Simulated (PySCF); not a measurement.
C₅H₉O₂P.
Cartesian coordinates in Å at the PBE0/def2-SV(P) level; atoms count from 1:
```xyz
17
C5H9O2P angstrom
C      3.0422    0.6115    0.3533
C      1.8963    0.4210    1.0109
C      0.7980   -0.4975    0.5740
P     -0.6951    0.4482    0.1186
O     -1.1319    1.4536    1.1286
O     -0.2734    1.0889   -1.3245
C     -1.9625   -0.7560   -0.3110
C     -3.1229   -0.7376    0.3506
H      3.2713    0.0759   -0.5769
H      3.7979    1.3128    0.7248
H      1.6989    0.9875    1.9299
H      0.4941   -1.1722    1.3967
H      1.1003   -1.1178   -0.2880
H     -0.3737    2.0551   -1.3013
H     -1.7654   -1.4766   -1.1153
H     -3.2969    0.0013    1.1438
H     -3.9307   -1.4439    0.1215
```

Level of theory: PBE0/def2-SV(P) geometry optimisation, gas phase (PySCF 2.14.0).

Masses are those of the commonest isotopes; rigid-rotor values at the optimised geometry. The values belong to one conformer with, in the numbering `[CH2:1]=[CH:2][CH2:3][P@@:4](=[O:5])([OH:6])[CH:7]=[CH2:8]`, C1–C2–C3–P4 -113°, C2–C3–P4–O5 -50°, C3–P4–O6–H -125°, C3–P4–C7–C8 123°.

(1) What are A, B and C (cm⁻¹)?

(2) Classify the top.

(3) Is it planar, by Δ = Ic − Ia − Ib?

(4) Give the other two planar moments, Paa and Pbb, and the rms extents of the mass along the axes.

(5) Which lines would a microwave search look for?

(6) Estimate the classical rotational partition function at 10 K, 50 K and 298.15 K.

## Answers

(1) Ia = 145.85, Ib = 492.33, Ic = 500.13 u·Å²; 505379 MHz·u·Å²/I gives 3465, 1026 and 1010 MHz, that is A = 0.11559, B = 0.03424, C = 0.03371 cm⁻¹.

(2) A near-prolate asymmetric top: κ = (2 × 1026 − 3465 − 1010)/(3465 − 1010) = -0.99.

(3) Not planar: Δ = Ic − Ia − Ib = -138.05 u·Å². For a rigid frame Δ = −2 Σ m c², so Σ m c² = 69.02 u·Å² lies off the ab plane: 11.25 from hydrogen and 57.77 from heavier atoms. The atom farthest from that plane is 1.90 Å away.

(4) Paa = Σ m a² = (Ib + Ic − Ia)/2 = 423.31 and Pbb = Σ m b² = (Ia + Ic − Ib)/2 = 76.82 u·Å². With the mass M = 132.03 u, the rms extents √(P/M) along a, b and c are 1.79, 0.76, 0.72 Å.

(5) The dipole components are |μa| = 0.23 D, |μb| = 0.39 D, |μc| = 2.13 D. Intensities carry the squares of the components, which stand as 0.01 : 0.03 : 1.00 (a : b : c). Some lines, for components of 0.1 D or more:

| type | branch | J(Ka,Kc) | MHz | lower level (cm⁻¹) |
| --- | --- | --- | --- | --- |
| b | R | 2(0,2) ← 1(1,1) | 1635 | 0.149 |
| c | Q | 5(1,5) ← 5(0,5) | 2329 | 1.019 |
| b | Q | 3(1,2) ← 3(0,3) | 2495 | 0.408 |
| a | R | 2(1,2) ← 1(1,1) | 4058 | 0.149 |
| a | R | 2(0,2) ← 1(0,1) | 4074 | 0.068 |
| a | R | 3(0,3) ← 2(0,2) | 6111 | 0.204 |
| a | R | 3(2,1) ← 2(2,0) | 6111 | 0.530 |
| b | R | 2(1,2) ← 1(0,1) | 6497 | 0.068 |
| c | Q | 4(2,3) ← 4(1,3) | 7260 | 0.764 |
| a | R | 4(3,1) ← 3(3,0) | 8148 | 1.142 |
| b | R | 3(1,3) ← 2(0,2) | 8510 | 0.204 |
| a | R | 5(3,3) ← 4(3,2) | 10185 | 1.414 |
| a | R | 5(3,2) ← 4(3,1) | 10185 | 1.414 |
| b | R | 2(2,1) ← 1(1,0) | 11406 | 0.150 |
| c | R | 2(2,0) ← 1(1,0) | 11406 | 0.150 |
| c | R | 2(2,1) ← 1(1,1) | 11422 | 0.149 |
| b | Q | 4(3,1) ← 4(2,2) | 12232 | 1.006 |
| b | R | 5(1,5) ← 4(0,4) | 12512 | 0.679 |
| c | R | 5(1,4) ← 4(0,4) | 12752 | 0.679 |
| b | R | 3(2,1) ← 2(1,2) | 13475 | 0.285 |
| c | R | 4(2,2) ← 3(1,2) | 15441 | 0.491 |
| c | Q | 5(4,2) ← 5(3,2) | 17126 | 1.754 |
| b | R | 3(3,0) ← 2(2,1) | 18344 | 0.530 |
| c | Q | 5(5,1) ← 5(4,1) | 22020 | 2.325 |
| c | R | 4(4,1) ← 3(3,1) | 25275 | 1.142 |

(6) Point group C1, symmetry number σ = 1; q = (√π/σ)·√((kT/h)³/(ABC)), k/h = 20836.6 MHz/K: 2810 at 10 K, 31400 at 50 K, 458000 at 298.15 K.

PBE0/def2-SV(P) frequencies: not computed here. Constants of a rigid frame at the computed geometry: no zero-point averaging, no centrifugal distortion.

Hardware: an Arm Neoverse V2 with one thread, shared host with 96 logical CPUs at a one-minute load of 53. Cost: 32 s, 0.58 GiB resident at most. That covers the optimisation of the geometry.
